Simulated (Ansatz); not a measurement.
Consider the redistribution: `N[SiH2][SiH2]N` + `[F][Ga]([F])[SiH3]` → `N[SiH2][Ga]([F])[SiH3]` + `N[SiH2]F`.

Calculated with Ansatz (gas phase, PBE0-D4/def2-TZVP geometries, no zero-point term in ΔE). CBS: MP2 limit from def2 TZ/QZ plus the TZ coupled-cluster correction, frozen cores. DFT in def2-TZVPP. B3LYP here is the variant with VWN-RPA as its local correlation; programs differ in this. For Ga outer-core shells are correlated without core-valence functions, which leaves a few kJ/mol of doubt a bond. Scalar relativity is left out up to krypton. One conformer a species, not always the lowest.

`N[SiH2][SiH2]N`:

```xyz
12

N     0.486   -0.982   -1.500
Si   -0.801   -1.081   -0.349
Si   -0.447    0.750    1.082
N     1.078    1.396    0.582
H     0.708   -0.073   -1.876
H     0.595   -1.697   -2.202
H    -2.187   -1.049   -0.916
H    -0.681   -2.387    0.357
H    -0.538    0.327    2.515
H    -1.472    1.817    0.907
H     1.822    0.743    0.390
H     1.438    2.235    1.009
```

`[F][Ga]([F])[SiH3]`:

Z-matrix (Å, degrees):
```
Si
Ga 1 2.387
H 1 1.483 2 109.3
H 1 1.483 2 108.8 3 -120.9
H 1 1.484 2 107.8 3 119.8
F 2 1.749 1 125.2 3 -20.8
F 2 1.750 1 124.5 3 160.0
```

`N[SiH2][Ga]([F])[SiH3]`:

Z-matrix (Å, degrees):
```
Si
Ga 1 2.437
N 1 1.727 2 116.4
H 1 1.489 2 108.0 3 -121.0
H 1 1.489 2 107.7 3 121.1
Si 2 2.427 1 134.5 3 -2.1
F 2 1.775 1 113.6 3 176.9
H 3 1.007 1 119.7 2 -72.9
H 3 1.007 1 119.9 2 69.9
H 6 1.491 2 110.2 1 -42.1
H 6 1.487 2 112.9 1 -163.8
H 6 1.491 2 109.3 1 75.3
```

`N[SiH2]F`:

Cartesian coordinates in Å:
```
N -0.730 -0.750 0.047
Si 0.530 0.379 -0.058
F 0.099 1.894 0.246
H -1.075 -1.082 0.932
H -1.414 -0.855 -0.684
H 1.043 0.376 -1.445
H 1.547 0.037 0.961
```

Is it downhill or uphill in electronic energy at CCSD(T)/CBS, and by how much? (An estimate is asked.)

The calculation gave: Downhill: ΔE = -80.4 kJ/mol.

What do these levels give: B3LYP-D4, ωB97M-V, PBE, HF/def2-TZVPP, SCS-MP2/def2-TZVPP, HF/CBS(def2)? (An estimate is asked.)

Computed: B3LYP-D4 -78.9, ωB97M-V -78.6, PBE -73.9, HF/def2-TZVPP -81.5, SCS-MP2/def2-TZVPP -74.3, HF/CBS(def2) -82.2 kJ/mol.

Largest T1 diagnostic among the species: 0.015.

In def2-TZVPP, CCSD(T) changes the Hartree–Fock value by +7.3 kJ/mol (the triples alone add +1.8 kJ/mol) and MP2 by +7.5 kJ/mol. The D4 term adds +3.2 kJ/mol with B3LYP and +1.6 kJ/mol with PBE0; it sums over pairs of atoms, weighted by their polarisabilities, and B3LYP, whose exchange is more repulsive, gets the larger term.
